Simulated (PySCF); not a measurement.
Computed IR spectrum (relative IR intensity) of a molecule C3H6BFO. Geometry: PBE-D3(BJ)/def2-SVP. One conformer was computed; it need not be the lowest. Level of theory: PySCF with PBE-D3(BJ)/def2-SVP. Frequencies are harmonic and unscaled.

ν (cm⁻¹): 89 (vw), 294 (vs), 369 (w), 491 (w), 532 (vw), 830 (m), 978 (m), 1031 (w), 1036 (vs), 1113 (m), 1138 (m), 1231 (m), 1264 (m), 1327 (s), 1349 (m), 1376 (w), 1390 (s), 1633 (s), 2872 (m), 2960 (w), 3052 (w), 3081 (vw), 3148 (w), 3714 (w) (against the strongest line: vs over 80 %, s over 45 %, m over 15 %, w over 4 %, vw less)

Question: Identify the compound among the candidates.
A. CCB(F)C=O
B. C=CB(F)CO
C. CB(F)CC=O
D. CB(O)/C=C/F

Answer: B, C=CB(F)CO
